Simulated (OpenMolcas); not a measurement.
## Ni3+: moving the ligands

Ni3+ with 6 ligands (fluoride) in tetragonal octahedral coordination (D4h) at 1.91 Å, the axial distance 1.872 Å. A charge of +0.5 e stands 3.2 Å behind each ligand. Ligand basis ANO-RCC-VDZP.
```
Ni    0.0000    0.0000    0.0000
F     1.9100    0.0000    0.0000
F     0.0000    1.9100    0.0000
F    -1.9100    0.0000    0.0000
F     0.0000   -1.9100    0.0000
F     0.0000    0.0000    1.8718
F     0.0000    0.0000   -1.8718
```

* Program: OpenMolcas
* Method: SS-CASPT2, IPEA 0.25 Eh, imaginary shift 0.1 Eh (closed shells correlated: 3s 3p and the ligand valence shells)
* Basis: ANO-RCC-VDZP [5s4p2d1f]
* Scalar Hamiltonian: DKH2, point nucleus
* Active space: 7 electrons in 5 orbitals (3d)
* State averaging: 2S+1 = 4 even, 10 roots; 2S+1 = 2 even, 40 roots
* Spin-orbit coupling: state interaction with AMFI integrals over the reference wave functions

Runs around this geometry, states (labels of D4, the rotations of D4h). Energies in cm-1 above the lowest state or level, χT in cm3 K/mol.

```tsv
R (Å)	Axial / equatorial distance	Ground state	First state of that spin	First gap with spin-orbit (degeneracies)	χT at 300 K	First state of another spin
1.91	0.921	2B1	2A1 6240	740 (2, 2)	0.726	4E 1030
1.85	0.98	4E	4A2 500	150 (2, 2)	2.649	2B1 280
1.91	0.98	4E	4A2 400	430 (2, 2)	3.242	2B1 1880
```

Taking the first state of the same spin as R^-n, n = -ln(400 / 500) / ln(1.91 / 1.85) = 7.0 between the shortest and longest distance.

The ground state changes within this set.

Over all roots computed the reference weight is 0.59 to 0.72 in R = 1.91 in ratio = 0.921, 0.66 to 0.72 in R = 1.85 in ratio = 0.98, 0.58 to 0.72 in R = 1.91 in ratio = 0.98; the roots of lowest weight are the least certain, and an intruder state may touch them. A single d shell leaves out the double-shell effect, which counts most for late 3d ions, where the CASPT2 field can be off either way by tens of per cent. Ligand-to-metal charge-transfer states are missing. With no ligand orbital active B as a rule stays too high, so bands that hang on it stand too high and its fall with covalency is understated. With one d shell and no ligand orbital active, 10Dq can be off by a tenth or more. This shell can be high or low spin here, a state of another spin lies low, and with metal d orbitals alone active their balance is uncertain, so the ground spin may be wrong, although the usual error favours high spin (holds for R = 1.91, ratio = 0.921). An orbital doublet at a regular site is open to a Jahn-Teller distortion, which this geometry leaves out (holds for R = 1.85, ratio = 0.98; R = 1.91, ratio = 0.98). This shell can be high or low spin here, a state of another spin lies low, and with metal d orbitals alone active their balance is uncertain, so the ground spin may be wrong (holds for R = 1.85, ratio = 0.98; R = 1.91, ratio = 0.98). No measured value stands beside these numbers; the geometry was imposed, not optimised, and the real ion may take another.
